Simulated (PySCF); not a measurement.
In(Me)2 (C2H6In), SMILES [CH3][In][CH3], multiplicity 2.

The structure is a stationary point at PBE0-D3(BJ)/def2-SVP. The spin state was assumed, not searched. The isomer is the one that the SMILES or the coordinates give; other isomers of the formula were not compared. The def2 effective core potentials stand for the cores of In; spin–orbit coupling is left out.

The numbers are results of PySCF with PBE/def2-TZVPD, not measurements.

| Item | Result |
|---|---|
| total energy | -269.83068 hartree |
| point group | C2 |
| α spin, highest occupied and lowest empty level | -4.01 and -2.11 eV |
| β spin, highest occupied and lowest empty level | -5.79 and -3.10 eV |
| dipole moment | 0.052 e·Å |
| quadrupole, principal values (traceless, Buckingham form, about the centre of nuclear charge) | -3.45, -1.79, 5.24 D·Å |
| mean static polarisability | 84.9 bohr³ (12.58 Å³) |
| polarisability, principal values | 67.9, 80.6, 106.2 bohr³ |
| ⟨S²⟩ | 0.752 (pure state 0.75) |
